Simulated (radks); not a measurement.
Values are calculated unless marked as measured or tabulated.
Question: Neutral strontium, [Kr] 5s2. Code: a radial shooting solver on a logarithmic mesh with Libxc functionals. Model: non-relativistic Kohn-Sham, exchange-only LDA, spin-polarised, spherical densities, point nucleus. Every spin shell is full or empty, so the densities are truly spherical. Functionals are evaluated on that one density, not self-consistently. Rank these orbital-free kinetic functionals by their error against the exact value of the orbitals, and give that value: Thomas-Fermi, von Weizsacker, TF + vW, TF + vW/9, Thakkar, Pearson, LKT, Ernzerhof.

Answer: Exact: 3126.00 hartree. From best to worst, with 100 (|E| - |E exact|)/|E exact| (equal figures are ties): Ernzerhof -0.39, Thakkar -0.49, TF + vW/9 -0.71, Pearson -1.03, Thomas-Fermi -5.77, LKT +21.29, TF + vW +39.71, von Weizsacker -54.52.
